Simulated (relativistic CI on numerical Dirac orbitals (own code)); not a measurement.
# Hyperfine structure of Cs¹⁴⁺, mass number 135

Method of calculation: Dirac-Coulomb-Breit CI, KLI orbitals optimised for each configuration, model QED, unscaled Slater integrals (own radial code, finite nucleus).

CI space (outside the closed core [Ar] 3d10): 4s²4p⁶4d⁵, 4s²4p⁵4d⁶, 4s²4p⁶4d⁴4f, 4s²4p⁶4d⁴5p, 4s²4p⁶4d³4f5s, 4s²4p⁶4d³5s5p, 4p⁶4d⁷, 4p⁵4d⁸, 4s²4p⁶4d³5s², 4s²4p⁶4d²4f5s², 4s²4p⁶4d²5s²5p. Double excitations out of closed p, d and f shells are left out; levels of such configurations are missing from the list, as are those of other unlisted configurations, and high levels can miss mixing partners.

Nuclear spin I = 7/2, μ = 2.7283 μN, Q = 0.048 b (tables of Stone and Pyykkö). The electronic factors are computed for point nuclear moments, without core polarisation or the Bohr-Weisskopf and QED corrections.

```
           Level   E (eV)  A (MHz)   B (MHz)
 4s²4p⁶4d⁵ ⁴G7/2   6.4858     2141       125
4s²4p⁶4d⁵ ⁴G11/2   6.6956     2268     -3.73
 4s²4p⁶4d⁵ ⁴G9/2   6.9432     2115        94
 4s²4p⁶4d⁵ ⁴P1/2   7.6067     -408          
 4s²4p⁶4d⁵ ⁴D7/2   8.4198     1523      53.3
 4s²4p⁶4d⁵ ⁴D1/2   9.4711     4282          
4s²4p⁶4d⁵ ²I11/2   9.5537     2564      15.9
4s²4p⁶4d⁵ ²I13/2  10.3722     2565  1.59e-12
```

Levels with J = 0, under 50 % of one LS term, or S terms without an open s electron are left out. Small factors come from cancelling terms and can be off by tens of per cent or more.

At this charge energies of transitions that change n are usually good to better than 1 %, and those within a shell (Δn = 0) to a few per cent. Terms inside the open d or f shell come out 10 to 20 % too wide with unscaled integrals. Levels and lines within the n = 5 or 6 shells can be off by up to 10 % or somewhat more, and those that change n by about 2 %, since core polarisation is missing.

(1) Give the hyperfine levels of 4s²4p⁶4d⁵ ⁴G7/2 relative to its centre of gravity.

Answers

(1) With K = F(F + 1) − I(I + 1) − J(J + 1), E = AK/2 + B[¾K(K + 1) − I(I + 1)J(J + 1)]/[2I(2I − 1)J(2J − 1)]: F = 0: -33650, F = 1: -31520, F = 2: -27270, F = 3: -20870, F = 4: -12330, F = 5: -1641, F = 6: 11220, F = 7: 26260 MHz.

LS names give the leading component of a level, which can be under half, so a name can repeat, a term be missing and a line seem to break the LS rules.
